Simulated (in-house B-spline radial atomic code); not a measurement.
Configurations of Re IV (Re3+), with energies counted from [Xe] 4f14 (5d3/2)4. Method: Dirac-Hartree-Fock, average of each configuration as written, Fermi nucleus of rms radius 5.3698 fm. Calculated with a B-spline radial code for spherical atoms. Energies include first-order Breit, QED and recoil terms.

Occupations are held fixed; configurations that lie above the ionisation limit could autoionise.

| configuration | E - E(ref) (eV) | highest orbital | its <r> (bohr) |
| --- | --- | --- | --- |
| [Xe] 4f14 (5d3/2)3 (5d5/2)1 | 1.4327 | 5d5/2 | 1.697 |
| [Xe] 4f14 (5d5/2)3 (6p3/2)1 | 16.705 | 6p3/2 | 3.14 |
| [Xe] 4f14 (5d3/2)1 (5d5/2)2 (7p3/2)1 | 27.52 | 7p3/2 | 5.848 |
| [Xe] (4f5/2)5 (4f7/2)8 (5d3/2)4 (5g9/2)1 | 74.177 | 5g9/2 | 6.849 |
| [Kr] 4d10 4f14 5s2 (5p1/2)2 (5p3/2)3 (5d3/2)1 (5d5/2)3 9s1 | 78.964 | 9s1/2 | 11.93 |
| [Xe] (4f5/2)5 (4f7/2)8 (5d3/2)4 (9g7/2)1 | 80.2 | 9g7/2 | 27.74 |

Problem. Order these further configurations by energy, lowest first.
A. [Kr] 4d10 4f14 5s2 (5p1/2)1 (5p3/2)4 (5d3/2)1 (5d5/2)3 (7g9/2)1
B. [Xe] 4f14 (5d5/2)4
C. [Xe] 4f14 (5d3/2)1 (5d5/2)2 8s1
D. [Xe] 4f14 (5d3/2)2 (5d5/2)2
E. [Xe] 4f14 (5d3/2)1 (5d5/2)2 (7g7/2)1

Solution. D (2.5925 eV), B (4.0886 eV), C (31.033 eV), E (36.738 eV), A (91.452 eV).

Problem. How far above the reference does [Xe] 4f14 (5d3/2)3 (9g9/2)1 lie?

Solution. 35.987 eV; its least bound orbital is 9g9/2 with <r> = 27.8 bohr.

Problem. How far above the reference does [Kr] 4d10 4f14 5s2 (5p1/2)2 (5p3/2)3 (5d5/2)4 7s1 lie?

Solution. 70.446 eV; its least bound orbital is 7s1/2 with <r> = 4.952 bohr.
